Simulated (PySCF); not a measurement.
Ge(H)(F)2(Me) (CH4F2Ge), SMILES [CH3][GeH]([F])[F]. Geometry optimised at B3LYP-D3(BJ)/def2-SVP.

Q: Give the equilibrium geometry at B3LYP-D3(BJ)/def2-SVP (PySCF confirms it by a frequency run) as Cartesian coordinates in Å, and its point group. (Estimate from the structure and the level; the computed values follow.)

A: point group Cs.
```xyz
8

Ge     0.0484     0.2790     0.0000
C     -1.7984    -0.2987     0.0000
F      0.8508    -0.4262    -1.3750
F      0.8508    -0.4262     1.3750
H      0.3804     1.7775     0.0000
H     -2.3112     0.0783    -0.8969
H     -2.3112     0.0783     0.8969
H     -1.8294    -1.3978     0.0000
```
